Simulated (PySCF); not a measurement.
Molecule: SMILES C=C(C)[C+]1C=CCC1, [C$_{8}$H$_{11}$]+.

Geometry (Å), atoms numbered from 1 in this order:
```xyz
19

C    -2.098    1.307    0.381
C    -1.381    0.201    0.076
C    -2.059   -1.085   -0.277
C     0.049    0.229    0.072
C     0.893    1.303    0.417
C     2.199    0.932    0.281
C     2.323   -0.455   -0.178
C     0.879   -0.931   -0.316
H    -3.175    1.283    0.372
H    -1.646    2.250    0.635
H    -1.795   -1.399   -1.285
H    -1.765   -1.876    0.411
H    -3.138   -0.976   -0.227
H     0.566    2.273    0.744
H     3.049    1.563    0.483
H     2.906   -1.051    0.531
H     2.883   -0.507   -1.117
H     0.639   -1.258   -1.332
H     0.663   -1.793    0.323
```

Total charge +1.

Frames of a GFN2-xTB Langevin trajectory at 200 K; GIAO PBE0/pcSseg-1 shieldings in PySCF 2.14, gas phase, non-relativistic; equivalent atoms averaged within each frame.

Scale: $^{13}$C (σ = 186.93 ppm) and $^{1}$H (σ = 31.72 ppm) vs TMS (reference shieldings calculated alike). The references are static minima.

How do the shifts (ppm) fluctuate along the trajectory?

## Answers


```csv
time (fs),C4,C6,C1,C2,C5,C8,C7,C3,H15,H14
optimised geometry,233.8,219.4,173.1,151.8,145.6,48.0,48.9,23.1,9.93,8.23
250,241.3,228.4,177.5,151.1,144.6,54.7,46.9,21.2,10.21,8.10
425,222.1,232.4,166.7,148.2,142.5,51.0,46.7,28.2,10.02,8.40
625,236.4,222.7,179.7,161.7,133.8,51.6,51.7,29.5,10.13,8.13
800,237.9,214.3,179.3,150.0,138.2,47.6,52.6,23.1,9.38,7.48
1000,243.0,212.8,186.3,161.6,142.8,45.7,51.0,23.0,9.60,8.16
mean of frames,236.2,222.1,177.9,154.5,140.4,50.1,49.8,25.0,9.87,8.05
standard deviation,8.3,8.6,7.1,6.6,4.4,3.5,2.8,3.6,0.36,0.34
```

5 frames give an uncertainty of the mean of about the standard deviation over 2.2 at best, since frames this close in time may not be independent; classical motion lacks zero-point vibration, and the reference would need the same averaging.
